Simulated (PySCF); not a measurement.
## Deuteron quadrupole couplings in `C=C[C@@H]1C=C[C@H]1F`

Species: C6H7F.
Z-matrix (Å and degrees, GFN2-xTB geometry), rows numbered from 1:
```
C 
C   1  1.3203
C   2  1.4894  1  124.30
C   3  1.5148  2  116.50  1  -132.57
C   4  1.3290  3   95.09  2  -119.10
C   5  1.5048  4   93.75  3     2.13
F   6  1.3724  3  114.70  2  -123.91
H   1  1.0777  2  121.71  3    -0.69
H   1  1.0765  2  121.97  3   179.55
H   2  1.0826  1  120.73  3  -179.27
H   3  1.0911  2  111.24  1     0.19
H   4  1.0739  3  130.42  2    59.46
H   5  1.0733  4  135.13  3  -177.71
H   6  1.0941  3  115.49  2     0.89
```

Level: PBE0/pcSseg-1 (PySCF, non-relativistic); Q(2H) = 0.00286 b; rigid geometry, the same for H and D, with no vibrational averaging.

Question: Rank these positions by the coupling χzz of a deuteron there, largest first.
A. H12 (vinylic hydrogen)
B. H11 (methine hydrogen)
C. H14 (methine hydrogen)
D. H8 (vinylic hydrogen)
E. H10 (vinylic hydrogen)

Answer: A (230 kHz), D (225 kHz), E (217 kHz), B (204 kHz), C (196 kHz).

Give the electric field gradient Vzz (the principal value of largest size), its asymmetry and the 2H coupling at each hydrogen.

| atom | bonded to | bond length (Å) | Vzz (au) | η | χzz (kHz) |
| --- | --- | --- | --- | --- | --- |
| H8 | C1 | 1.078 | 0.3353 | 0.05 | 225 |
| H9 | C1 | 1.077 | 0.3380 | 0.05 | 227 |
| H10 | C2 | 1.083 | 0.3222 | 0.06 | 217 |
| H11 | C3 | 1.091 | 0.3031 | 0.04 | 204 |
| H12 | C4 | 1.074 | 0.3425 | 0.02 | 230 |
| H13 | C5 | 1.073 | 0.3447 | 0.03 | 232 |
| H14 | C6 | 1.094 | 0.2910 | 0.08 | 196 |

How does χzz go with the bond length over the 7 C–H bonds?

A straight-line fit has a slope of -16.8 kHz for each 0.01 Å, with a correlation coefficient of -1.00, over lengths from 1.073 to 1.094 Å. The longer bonds have the smaller couplings here.

Give the 2H NMR doublet splittings at H12 for a magnetic field along the z, y and x axes of the gradient: 3χ/2, 3χ(1 + η)/4, 3χ(1 − η)/4.

With |χ| = 230.1 kHz and η = 0.020: 345, 176 and 169 kHz, to first order and without motion.

One conformer (not necessarily the lowest) at the GFN2-xTB geometry, without solvent, vibrations or thermal averaging. GFN2-xTB bond lengths can be off by several hundredths of an ångström, more for odd bonds, and the gradients follow them. With a basis this small, the couplings can be 20 % off.
